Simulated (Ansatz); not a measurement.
BFH$_{4}$OSi, SMILES `OB(F)[SiH3]`, relaxed with RKS PBE-D4/def2-SVP in Ansatz 0.2.0 from a rough embedded geometry. The force threshold is 0.03 eV/Å; the program also tests the step.

Charge 0, multiplicity 1.

Start:

```xyz
8

O    -1.234   -0.408   -1.424
B    -0.512    0.470   -0.523
F    -0.603    1.878   -0.735
Si    0.496   -0.183    0.901
H    -0.544   -0.648   -2.146
H    -0.311   -0.997    1.853
H     1.605   -1.044    0.418
H     1.102    0.932    1.656
```

```
         step  energy (eV)  largest force (eV/Å)  largest move (Å)
            1  -13367.8375                 5.148             0.000
            2  -13368.2840                 2.640             0.102
            3  -13368.4335                 0.525             0.082
            4  -13368.5210                 1.578             0.135
            5  -13368.5945                 2.399             0.195
            6  -13368.8628                 0.352             0.200
            7  -13368.8824                 0.272             0.122
            8  -13368.8881                 0.093             0.052
            9  -13368.8895                 0.265             0.072
           10  -13368.8913                 0.146             0.016
           11  -13368.8940                 0.049             0.081
12 (rejected)  -13368.8900                 0.262             0.197
           13  -13368.8955                 0.093             0.050
           14  -13368.8973                 0.090             0.098
           15  -13368.8975                 0.107             0.049
           16  -13368.8985                 0.084             0.018
           17  -13368.8986                 0.038             0.037
           18  -13368.8991                 0.086             0.038
           19  -13368.9000                 0.012             0.023
```

End:

```xyz
8

O    -0.760    0.003   -1.850
B    -0.633    0.552   -0.614
F    -1.333    1.675   -0.398
Si    0.515   -0.205    0.903
H    -0.231   -0.807   -1.953
H    -0.348   -0.632    2.061
H     1.299   -1.410    0.441
H     1.491    0.824    1.409
```

Run time 22 s (2 threads of an Intel Xeon Platinum 8488C on a shared host); peak host memory 0.17 GiB.
